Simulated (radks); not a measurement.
Values are calculated unless marked as measured or tabulated.
All-electron atom: the thulium ion Tm43+ in [Ar] 3d8. Level of theory: Dirac Kohn-Sham, PBE, spin-unpolarised, spherical densities, finite nucleus; open shells are shared between the two j in proportion to 2j + 1; Fermi nuclear charge, rms radius 5.2256 fm (a radial shooting solver on a logarithmic mesh with Libxc functionals).

Normalised radial functions P(r) = r R(r) (large component), r in bohr:

r	3s1/2	3p1/2
0.001133	0.2962	0.0280
0.001406	0.3494	0.0357
0.001745	0.4101	0.0460
0.002183	0.4806	0.0602
0.002709	0.5551	0.0787
0.003362	0.6342	0.1036
0.004173	0.7141	0.1371
0.005221	0.7919	0.1841
0.006479	0.8530	0.2451
0.008042	0.8878	0.3257
0.01006	0.8790	0.4350
0.01249	0.8071	0.5692
0.0155	0.6523	0.7331
0.01939	0.3866	0.9301
0.02406	0.0252	1.1317
0.02986	-0.4186	1.3150
0.03706	-0.8864	1.4312
0.04637	-1.2853	1.4083
0.05755	-1.4415	1.1696
0.07142	-1.2313	0.6614
0.08936	-0.5543	-0.1412
0.1109	0.4515	-1.0629
0.1376	1.5263	-1.9012
0.1722	2.3048	-2.3968
0.2137	2.4352	-2.3407
0.2652	1.9647	-1.8189
0.3292	1.2068	-1.1037
0.4118	0.5274	-0.4860
0.5111	0.1644	-0.1552
0.6344	0.0330	-0.0324

3s1/2: eigenvalue -4255.2 eV, 2 radial nodes at r = 0.0244, 0.101 bohr, <r> = 0.214 bohr, 90 % of the charge inside 0.313 bohr. 3p1/2: eigenvalue -4063.3 eV, 1 radial node at r = 0.0863 bohr, <r> = 0.203 bohr, 90 % of the charge inside 0.304 bohr.
